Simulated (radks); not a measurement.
Valence configurations of the krypton ion Kr2+ (all share [Ar]). Method: non-relativistic Kohn-Sham, SCAN, spin-polarised, spherical densities, point nucleus; open shells are filled with parallel spins first; meta-GGA in the generalised Kohn-Sham scheme; computed with a radial shooting solver on a logarithmic mesh with Libxc functionals. Energies are relative to 3d10 4s2 4p4; eigenvalues in eV for spin up.

valence           E (eV)  moment (Bohr magnetons)    e(3d)    e(4p)    e(4s)
3d10 4s2 4p4       0.000                        2  -110.30  -32.439  -47.180
3d10 4s1.5 4p4.5   7.262                        2  -111.04  -32.779  -47.611
3d10 4s1 4p5      14.434                        2  -111.79  -33.127  -48.054
3d9.5 4s1 4p5.5   56.188                        2  -119.37  -34.092  -49.401
3d9 4s2 4p5       85.093                        2  -125.66  -34.403  -49.920
3d9 4s1 4p6       100.40                        2  -127.06  -35.047  -50.727
3d8 4s2 4p6       180.40                        2  -141.44  -36.299  -52.526

NIST lists [Ar] 3d10 4s2 4p4 as the ground configuration; this level of theory agrees among the configurations tried. The energies are those of spherical high-spin densities, not of single terms.
